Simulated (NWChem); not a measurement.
System: BeSiH$_{4}$O; SMILES [OH][Be][SiH3]

```xyz
7

Be     0.6558     0.0441    -0.4567
O      1.7793     0.0694    -1.2787
H      2.5408     0.0873    -1.8431
Si    -1.0911     0.0039     0.8220
H     -1.9282    -1.2222     0.6033
H     -1.9911     1.1823     0.5917
H     -0.7299     0.0205     2.2784
```
Atoms are numbered in this order, from 1.

Computed with NWChem. Structure relaxed at the PBE0/def2-SVP level. Ions are spin-unrestricted doublets at the neutral geometry; other ion states weren't tried. Functional: LC-ωPBE (HJS hole) with def2-SVP; rows give the range parameter ω in 1/bohr.

Q: At which range parameter does −ε(HOMO) equal the ΔSCF ionisation energy (optimal tuning)?

A: about 0.38 per bohr, by linear interpolation in these runs:
```json
[
 {"range parameter (1/bohr)": "0.15", "vertical ionisation energy, ΔSCF (eV)": "11.25", "−ε(HOMO) (eV)": "8.79", "ΔSCF minus −ε(HOMO) (eV)": "2.46"},
 {"range parameter (1/bohr)": "0.20", "vertical ionisation energy, ΔSCF (eV)": "11.48", "−ε(HOMO) (eV)": "9.32", "ΔSCF minus −ε(HOMO) (eV)": "2.16"},
 {"range parameter (1/bohr)": "0.40", "vertical ionisation energy, ΔSCF (eV)": "10.40", "−ε(HOMO) (eV)": "10.60", "ΔSCF minus −ε(HOMO) (eV)": "-0.20"},
 {"range parameter (1/bohr)": "0.60", "vertical ionisation energy, ΔSCF (eV)": "10.52", "−ε(HOMO) (eV)": "11.13", "ΔSCF minus −ε(HOMO) (eV)": "-0.61"},
 {"range parameter (1/bohr)": "0.80", "vertical ionisation energy, ΔSCF (eV)": "10.58", "−ε(HOMO) (eV)": "11.35", "ΔSCF minus −ε(HOMO) (eV)": "-0.77"}
]
```
